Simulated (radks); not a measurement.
The numbers below are computed, except where a source is named.
Task: Radial electron density D(r) = 4 pi r^2 rho(r) of an atom or ion with 19 electrons. Code: a radial shooting solver on a logarithmic mesh with Libxc functionals. Model: scalar-relativistic Kohn-Sham, SCAN, spin-polarised, spherical densities, finite nucleus; meta-GGA in the generalised Kohn-Sham scheme; Fermi nuclear charge, rms radius of each element as measured or else 0.836 A^(1/3) + 0.57 fm.

```
   r/bohr * D(r) (the largest magnitude, 108, reaches the edge; | marks zero)
0.0007715 |*
 0.000863 | *
0.0009576 | *
 0.001071 | *
 0.001188 |  *
 0.001329 |   *
 0.001475 |   *
  0.00165 |    *
 0.001831 |     *
 0.002048 |      *
  0.00229 |       *
 0.002541 |        *
 0.002842 |          *
 0.003154 |            *
 0.003528 |              *
 0.003914 |                *
 0.004378 |                  *
 0.004858 |                     *
 0.005434 |                        *
 0.006078 |                           *
 0.006744 |                             *
 0.007543 |                                *
  0.00837 |                                   *
 0.009362 |                                      *
  0.01039 |                                        *
  0.01162 |                                          *
  0.01289 |                                           *
  0.01442 |                                           *
  0.01613 |                                           *
   0.0179 |                                          *
  0.02002 |                                         *
  0.02221 |                                        *
  0.02484 |                                       *
  0.02757 |                                      *
  0.03083 |                                      *
  0.03421 |                                       *
  0.03827 |                                          *
   0.0428 |                                             *
   0.0475 |                                                 *
  0.05312 |                                                    *
  0.05895 |                                                      *
  0.06593 |                                                      *
  0.07316 |                                                   *
  0.08183 |                                              *
   0.0908 |                                        *
   0.1016 |                                *
   0.1136 |                          *
    0.126 |                       *
    0.141 |                      *
   0.1564 |                       *
    0.175 |                         *
   0.1942 |                          *
   0.2172 |                         *
    0.241 |                     *
   0.2695 |                *
   0.3015 |          *
   0.3345 |      *
   0.3741 |  *
   0.4151 |*
   0.4643 |*
   0.5152 *
   0.5763 *
   0.6395 *
   0.7153 *
```

What is the nuclear charge?

Result: Z = 65. The innermost maximum, from 1s, lies near gamma/Z bohr with gamma = sqrt(1 - (Z/c)^2) = 0.880, here 0.0135 bohr (found: 0.0149), and its height grows with Z. The density is that of the terbium ion Tb46+ in [Ar] 3d1; the configuration itself is not fixed sharply by these data, and Z only to a few units. D(r) has 3 maxima, at r = 0.0149, 0.0618, 0.194 bohr, and minima at 0.0285, 0.138 bohr, inside which lie 1.94, 10.55 electrons.
